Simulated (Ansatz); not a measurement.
`F/C=N\B[SiH3]` + `C=[CH][AlH2]` → `[AlH2]/[CH]=C/B[SiH3]` + `N=CF`  (formal exchange of groups at a B–N bond)

Computed with Ansatz on PBE0-D4/def2-TZVP structures; ΔE is electronic, products minus reactants. CBS: MP2 limit from def2 TZ/QZ plus the TZ coupled-cluster correction, frozen cores. This one scheme is used for every species. Double bonds are as drawn, so ΔE can hold a change between cis and trans. DFT in def2-TZVPP. B3LYP here is the variant with VWN-RPA as its local correlation; programs differ in this. Each species was taken in one conformer, which may not be the lowest.

`F/C=N\B[SiH3]`:

```xyz
10

F    -1.563    2.630    0.268
C    -1.751    1.332    0.006
N    -0.965    0.469    0.379
B    -0.048   -0.455    0.770
Si    1.489   -0.939   -0.448
H    -2.667    1.173   -0.559
H    -0.189   -0.969    1.843
H     2.785   -0.661    0.233
H     1.460   -0.184   -1.731
H     1.450   -2.396   -0.760
```

`C=[CH][AlH2]`:

Z-matrix (Å, degrees):
```
C
C 1 1.337
H 1 1.089 2 123.0
H 1 1.089 2 121.7 3 180.0
Al 2 1.938 1 119.6 3 -180.0
H 2 1.090 1 116.7 3 -0.0
H 5 1.588 2 122.1 1 179.9
H 5 1.588 2 116.8 1 -0.1
```

`[AlH2]/[CH]=C/B[SiH3]`:

Cartesian coordinates in Å:
```
Al -2.471 -1.560 -1.340
C -1.565 -0.414 -0.038
C -0.217 -0.424 0.081
B 0.512 0.644 0.918
Si 2.419 1.222 0.612
H -4.029 -1.438 -1.608
H -1.563 -2.606 -2.113
H -2.093 0.295 0.603
H 0.346 -1.123 -0.542
H -0.121 1.205 1.770
H 3.203 1.080 1.875
H 3.125 0.454 -0.453
H 2.454 2.665 0.235
```

`N=CF`:

Z-matrix (Å, degrees):
```
C
N 1 1.242
F 1 1.328 2 120.0
H 1 1.092 2 129.8 3 -180.0
H 2 1.016 1 110.6 3 -180.0
```

| level | ΔE (kJ/mol) | difference from CCSD(T)/CBS |
| --- | --- | --- |
| PBE-D4 | 111.7 | 14.3 |
| B3LYP-D4 | 109.6 | 12.2 |
| ωB97X-V | 100.6 | 3.2 |
| ωB97M-V | 103.0 | 5.6 |
| B3LYP | 112.1 | 14.7 |
| MP2/def2-TZVPP | 99.6 | 2.2 |
| CCSD/def2-TZVPP | 96.0 | -1.4 |
| SCS-MP2/def2-QZVPP | 97.4 | 0.0 |
| MP2/CBS(def2) | 99.9 | 2.5 |
| CCSD/CBS(def2) | 96.3 | -1.1 |
| CCSD(T)/CBS | 97.4 | 0 |

Largest T1 diagnostic among the species: 0.015.

From PBE to PBE0 (25 % exact exchange), in def2-TZVPP and without D4, ΔE moves by −6.1 kJ/mol. In def2-TZVPP, CCSD(T) changes the Hartree–Fock value by +6.0 kJ/mol (the triples alone add +1.1 kJ/mol) and MP2 by +8.5 kJ/mol.

CCSD(T)/CBS has its own doubt, a few kJ/mol and more with outer-core shells, so smaller differences from it don't rank the levels.
